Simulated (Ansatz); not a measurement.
Input file for Ansatz (a first-principles code): R-PBE/def2-TZVPP on H2OSSi (SMILES O[Si]S), a point of a torsion scan.

Ansatz 0.2 input:
```yaml
crystal:
  periodic: [false, false, false]
  atoms:
    - {symbol: O, position_ang: [-1.15376452, 0.26206726, -0.11360498]}
    - {symbol: Si, position_ang: [-0.16739364, -0.92371052, -0.63371122]}
    - {symbol: S, position_ang: [1.47411829, -0.54302309, 0.79569611]}
    - {symbol: H, position_ang: [-2.00611955, 0.49799150, -0.46690404]}
    - {symbol: H, position_ang: [0.97263775, -1.36961299, 1.70277888]}
basis:
  gaussian:
    orbitals: def2-TZVPP
hamiltonian:
  xc: {name: PBE}
scf: {lower_state_search: off}
```

**Question.** Predict the final total energy.

**Answer.** -763.8013 hartree.
